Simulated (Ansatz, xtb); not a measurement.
Relaxing a trial structure of CHPSn

The starting geometry of this gas-phase singlet has its atoms placed at random.

```xyz
4

C     0.2208   -1.4892    0.7991
P     1.5120   -0.7488   -0.4117
Sn   -0.1411    1.1603    0.5031
H    -1.5150    0.3050   -1.1037
```

Task: Guess where an optimisation with r2SCAN-D4/def2-SVP ends from this start.

Result: It ends as `P#[C][SnH]`. Distances that change by over a tenth: C1–P2 (1.92 → 1.57 Å). Contacts that open: P2–Sn3 (2.69 → 3.71 Å). Contacts that close: C1–Sn3 (2.69 → 2.15 Å), Sn3–H4 (2.28 → 1.78 Å).

The energy falls by 3.71 eV over 13 steps:

| step | E − E(last) (eV) |
| --- | --- |
| 1 | 3.713 |
| 2 | 1.863 |
| 4 | 0.616 |
| 5 | 0.340 |
| 6 | 0.210 |
| 8 | 0.040 |
| 9 | 0.011 |
| 10 | 0.003 |
| 12 | 0.000 |
| 13 | 0.000 |

Final geometry (Å):

```json
{"atom": "C", "x (Å)": "0.6781", "y (Å)": "-0.6098", "z (Å)": "0.1350"}
{"atom": "P", "x (Å)": "1.8244", "y (Å)": "-1.6705", "z (Å)": "-0.0243"}
{"atom": "Sn", "x (Å)": "-0.7591", "y (Å)": "0.9226", "z (Å)": "0.5864"}
{"atom": "H", "x (Å)": "-1.6667", "y (Å)": "0.5850", "z (Å)": "-0.9103"}
```

From the same start GFN2-xTB reaches the same bonding as this run.

From so rough a start the end depends on the optimiser's path, so another program may land elsewhere. The end wasn't checked by frequencies. Atoms past krypton carry core potentials, without spin–orbit terms. Run with Ansatz 0.2.0, 46 s on 1 thread of Intel(R) Xeon(R) Processor @ 2.50GHz (Skylake/Cascade Lake), on a shared host.
